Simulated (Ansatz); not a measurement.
Input for Ansatz (an electronic-structure program): R-r2SCAN/def2-TZVPP on CH6BNO (SMILES CNBO), a point of a torsion scan.

Ansatz 0.2 input:
```yaml
crystal:
  periodic: [false, false, false]
  atoms:
    - {symbol: C, position_ang: [-1.06895945, 0.63253782, -0.01062563]}
    - {symbol: N, position_ang: [-0.42409409, -0.65262144, 0.16436812]}
    - {symbol: B, position_ang: [0.50927828, -0.95655673, 1.15631655]}
    - {symbol: O, position_ang: [0.94569381, 0.05348998, 1.95934602]}
    - {symbol: H, position_ang: [-0.33791633, 1.41921969, 0.16746706]}
    - {symbol: H, position_ang: [-1.90321080, 0.76433412, 0.68536037]}
    - {symbol: H, position_ang: [-1.44470887, 0.73052301, -1.02984149]}
    - {symbol: H, position_ang: [-0.83052902, -1.38728904, -0.39036831]}
    - {symbol: H, position_ang: [0.90828024, -2.06417100, 1.24526121]}
    - {symbol: H, position_ang: [1.61115547, -0.19967120, 2.59450717]}
basis:
  gaussian:
    orbitals: def2-TZVPP
hamiltonian:
  xc: {name: r2SCAN}
scf: {lower_state_search: off}
```

Task: What total energy does the run end on?

Result: -196.5968 hartree.

Task: How many basis functions does it have, and what does it roughly cost on one machine?

Result: 208 functions; about 6 core-seconds (a rough figure).
